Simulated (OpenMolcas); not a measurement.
Ag5+ among 5 point charges of -2 e arranged as a trigonal bipyramid (D3h), 2.32 Å from the ion, with the axial distance 2.506 Å.

| Quantity | Value |
| --- | --- |
| Program | OpenMolcas |
| Method | SS-CASPT2, IPEA 0.25 Eh, imaginary shift 0.1 Eh (closed shells correlated: 4s 4p) |
| Basis | ANO-RCC-VDZP [6s5p3d1f] |
| Scalar Hamiltonian | DKH2, point nucleus |
| Active space | 6 electrons in 5 orbitals (4d) |
| State averaging | 2S+1 = 5 even, 5 roots; 2S+1 = 3 even, 45 roots; 2S+1 = 1 even, 50 roots |
| Spin-orbit coupling | state interaction with AMFI integrals over the reference wave functions |

(1) What is the spin-free ground state (labels of D3, the rotations of D3h)?

(2) Where is the first state of the same spin?

(3) What are the lowest two levels with spin-orbit coupling?

(4) What is χT at 300 K, and how does it compare with the textbook value?

Results:

(1) 5E, 2-fold in its orbital part, 100 % from free-ion D terms; it has the highest spin that d6 allows.

(2) 5E at 495 cm-1 above the ground state. The two act as a nearly degenerate pair, with unquenched orbital momentum.

(3) A 2-fold level with g = 0.00, 0.00, 9.12, then a 2-fold level E 140 cm-1 above it. Their leading multiplicities are 5 (97 %) and 5 (97 %).

(4) The lowest level has 2S+1 = 5, for which the spin-only value is χT = S(S+1) / 2 = 3.000 cm3 K/mol (g = 2). The computed 5.348 at 300 K differs by +2.348, through orbital momentum, spin-orbit coupling and any other state in reach.

Roots that are degenerate in the reference are averaged as groups; the widest CASPT2 spread within a group is 40 cm-1 (the 2-fold group of multiplicity 1 near 34800 cm-1 above the lowest state of its run). Shifts and gaps below about the spread of the groups concerned are not significant. Spin-orbit coupling mixes the spin-free states strongly: the lowest level takes only 56 % from its leading state, 5E. An orbital doublet at a regular site is open to a Jahn-Teller distortion, which this geometry leaves out. Point charges give a weaker field than real ligands, and real ions of this kind are as a rule low spin; the high spin found here belongs to the model. The ground term spreads over less than 5000 cm-1, several times less than with real ligands, so orbital moments are less quenched and χT lies further from the spin-only value than at real sites. Free-ion shares, where given, are those of the reference states; single-state CASPT2 does not remix them. This is an electrostatic model: the charges have no orbitals. No measured value stands beside these numbers.

With an even number of electrons the g values are those of a degenerate or nearly degenerate non-Kramers pair.
